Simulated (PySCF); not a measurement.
Record of a relaxation.

Compound: C3H7ClOSi.
SMILES with atom numbers: `[CH3:1]/[CH:2]=[C:3](/[Cl:4])[O:5][SiH3:6]` (hydrogens: H7, H8, H9 on C1; H10 on C2; H11, H12, H13 on Si6)

Method: PBE0-D3(BJ)/def2-SVP geometry optimisation, gas phase in PySCF 2.14.0; density fitting, grid level 1; the optimiser is geomeTRIC in internal coordinates, started from a GFN2-xTB structure with every atom displaced at random (about 0.01 Å). The frame can shift and turn from step to step; on so coarse a grid that alone can change the energy by a few meV, and forces under 0.02 eV/Å are noise.

Step 0: E = -25648.8938 eV, largest atomic force 1.791 eV/Å
```
atom  x, y, z in Å  |  force x, y, z in eV/Å
C1     -2.087   -0.027    0.893   -0.448   1.147  -0.576
C2     -1.367   -0.278   -0.379   -0.720  -0.065   0.822
C3     -0.061   -0.197   -0.482    1.661  -0.004  -0.394
Cl4     0.777   -0.530   -1.996   -0.161   0.015  -0.027
O5      0.773    0.124    0.508   -1.781  -0.175  -0.078
Si6     2.407    0.277    0.565    0.472  -0.034   0.076
H7     -1.408    0.261    1.685    0.345   0.056   0.436
H8     -2.796    0.822    0.737    0.178  -0.346   0.196
H9     -2.677   -0.877    1.206   -0.357  -0.606   0.217
H10    -1.938   -0.550   -1.237   -0.401  -0.248  -0.853
H11     2.512    0.646    1.976    0.501   0.186   0.426
H12     3.044   -1.005    0.249    0.358  -0.348  -0.022
H13     2.827    1.318   -0.372    0.354   0.422  -0.224
```

Step 1: E = -25649.0467 eV, largest atomic force 0.417 eV/Å
```
atom  x, y, z in Å  |  force x, y, z in eV/Å
C1     -2.003   -0.553   -0.009   -0.040  -0.104   0.157
C2     -1.260   -0.839   -1.266    0.051  -0.045  -0.272
C3      0.071   -0.755   -1.374   -0.205  -0.027   0.014
Cl4     0.886   -1.093   -2.889    0.006   0.019   0.077
O5      0.869   -0.416   -0.363    0.389   0.071   0.133
Si6     2.557   -0.245   -0.294   -0.141  -0.009  -0.075
H7     -1.317   -0.273    0.803   -0.032  -0.020  -0.030
H8     -2.723    0.267   -0.149   -0.041   0.063  -0.019
H9     -2.589   -1.432    0.321    0.070   0.070  -0.031
H10    -1.815   -1.127   -2.165    0.059   0.024   0.089
H11     2.835    0.156    1.110   -0.091  -0.017   0.009
H12     3.234   -1.538   -0.593   -0.017   0.014  -0.029
H13     3.016    0.830   -1.218   -0.009  -0.039  -0.023
```

Step 2: E = -25649.0526 eV, largest atomic force 0.078 eV/Å
```
atom  x, y, z in Å  |  force x, y, z in eV/Å
C1     -2.021   -0.557   -0.010   -0.010   0.003   0.025
C2     -1.253   -0.832   -1.257    0.024   0.011  -0.008
C3      0.079   -0.744   -1.346   -0.076  -0.013  -0.004
Cl4     0.898   -1.084   -2.856    0.050  -0.009  -0.054
O5      0.886   -0.404   -0.341   -0.009   0.021   0.068
Si6     2.569   -0.246   -0.307   -0.025  -0.001  -0.017
H7     -1.354   -0.277    0.816    0.006   0.003   0.004
H8     -2.745    0.262   -0.160    0.013  -0.003  -0.002
H9     -2.604   -1.440    0.303    0.013   0.003  -0.007
H10    -1.790   -1.121   -2.162    0.009  -0.004   0.007
H11     2.850    0.157    1.095   -0.015  -0.004   0.006
H12     3.228   -1.546   -0.613    0.010   0.006  -0.010
H13     3.020    0.816   -1.249    0.011  -0.015  -0.007
```

Step 3: E = -25649.0524 eV, largest atomic force 0.065 eV/Å
```
atom  x, y, z in Å  |  force x, y, z in eV/Å
C1     -2.006   -0.556   -0.008   -0.057   0.012  -0.016
C2     -1.257   -0.833   -1.267    0.049   0.018   0.039
C3      0.073   -0.744   -1.355    0.042  -0.011  -0.034
Cl4     0.915   -1.080   -2.855   -0.041  -0.010  -0.034
O5      0.873   -0.402   -0.343   -0.031   0.014   0.045
Si6     2.555   -0.248   -0.306    0.017   0.001   0.006
H7     -1.325   -0.278    0.807    0.004   0.001  -0.009
H8     -2.730    0.265   -0.148    0.007  -0.010   0.004
H9     -2.584   -1.438    0.313   -0.012  -0.011   0.004
H10    -1.800   -1.123   -2.168   -0.007  -0.004  -0.006
H11     2.822    0.158    1.099    0.008   0.001   0.002
H12     3.215   -1.548   -0.607    0.011   0.002  -0.001
H13     3.013    0.809   -1.249    0.010  -0.001   0.000
```

Step 4: E = -25649.0532 eV, largest atomic force under 0.02 eV/Å
```
atom  x, y, z in Å  |  force x, y, z in eV/Å
C1     -2.015   -0.557   -0.008   -0.001   0.003  -0.004
C2     -1.254   -0.831   -1.261   -0.002   0.004   0.003
C3      0.076   -0.743   -1.351    0.012  -0.005  -0.004
Cl4     0.906   -1.081   -2.859   -0.009   0.002   0.004
O5      0.879   -0.401   -0.341   -0.014   0.006   0.007
Si6     2.562   -0.248   -0.307    0.006  -0.001   0.006
H7     -1.341   -0.277    0.813    0.002   0.001   0.000
H8     -2.739    0.262   -0.154    0.003  -0.002  -0.001
H9     -2.594   -1.440    0.308   -0.002  -0.004   0.000
H10    -1.794   -1.121   -2.164   -0.006  -0.004  -0.006
H11     2.833    0.158    1.097    0.004   0.000   0.000
H12     3.222   -1.548   -0.609    0.004   0.000  -0.003
H13     3.021    0.808   -1.251    0.004  -0.002  -0.002
```

Step 5: E = -25649.0533 eV, largest atomic force under 0.02 eV/Å
```
atom  x, y, z in Å  |  force x, y, z in eV/Å
C1     -2.015   -0.557   -0.009   -0.006  -0.002   0.001
C2     -1.254   -0.831   -1.261    0.003   0.004   0.013
C3      0.076   -0.741   -1.350    0.001  -0.007  -0.015
Cl4     0.904   -1.079   -2.858    0.008   0.002   0.001
O5      0.879   -0.399   -0.340   -0.010   0.004   0.001
Si6     2.562   -0.248   -0.306    0.005  -0.002  -0.001
H7     -1.342   -0.277    0.812    0.000   0.000  -0.001
H8     -2.740    0.262   -0.155   -0.001   0.001   0.001
H9     -2.594   -1.441    0.307    0.000   0.001   0.000
H10    -1.794   -1.122   -2.165    0.002   0.001   0.002
H11     2.836    0.159    1.097   -0.001  -0.001   0.000
H12     3.221   -1.549   -0.608    0.000   0.000  -0.001
H13     3.023    0.806   -1.252    0.000  -0.001   0.000
```

Problem. Summarise the path.

Solution. The energy falls by 3.68 kcal/mol from step 0 to step 5; nine tenths of that is first reached at step 1. It rises by more than 0.2 meV at step 3. The largest force goes from 1.791 to under 0.02 eV/Å. Among the bonds O5–Si6 changes most, from 1.642 to 1.691 Å; the atoms move by 0.073 Å rms after alignment.

Problem. Follow the three bonds and two angles with the largest change from start to end.

Solution. 
```json
{"step": "0", "E above end (kcal/mol)": "3.68", "largest force (eV/Å)": "1.791", "O5–Si6 (Å)": "1.642", "Si6–H13 (Å)": "1.462", "C2–H10 (Å)": "1.066", "O5–Si6–H11 (°)": "97.4", "H11–Si6–H13 (°)": "114.8"}
{"step": "1", "E above end (kcal/mol)": "0.15", "largest force (eV/Å)": "0.417", "O5–Si6 (Å)": "1.697", "Si6–H13 (Å)": "1.490", "C2–H10 (Å)": "1.095", "O5–Si6–H11 (°)": "104.6", "H11–Si6–H13 (°)": "109.5"}
{"step": "2", "E above end (kcal/mol)": "0.02", "largest force (eV/Å)": "0.078", "O5–Si6 (Å)": "1.691", "Si6–H13 (Å)": "1.489", "C2–H10 (Å)": "1.092", "O5–Si6–H11 (°)": "103.4", "H11–Si6–H13 (°)": "110.2"}
{"step": "3", "E above end (kcal/mol)": "0.02", "largest force (eV/Å)": "0.065", "O5–Si6 (Å)": "1.690", "Si6–H13 (Å)": "1.489", "C2–H10 (Å)": "1.091", "O5–Si6–H11 (°)": "103.0", "H11–Si6–H13 (°)": "110.5"}
{"step": "4", "E above end (kcal/mol)": "0.00", "largest force (eV/Å)": "under 0.02", "O5–Si6 (Å)": "1.690", "Si6–H13 (Å)": "1.489", "C2–H10 (Å)": "1.091", "O5–Si6–H11 (°)": "103.0", "H11–Si6–H13 (°)": "110.4"}
{"step": "5", "E above end (kcal/mol)": "0.00", "largest force (eV/Å)": "under 0.02", "O5–Si6 (Å)": "1.691", "Si6–H13 (Å)": "1.489", "C2–H10 (Å)": "1.092", "O5–Si6–H11 (°)": "103.1", "H11–Si6–H13 (°)": "110.4"}
```

The cost below is that of the whole optimisation. Hardware: Arm Neoverse V1, one thread, shared host. Cost: 40 s wall, 0.53 GiB resident at most.
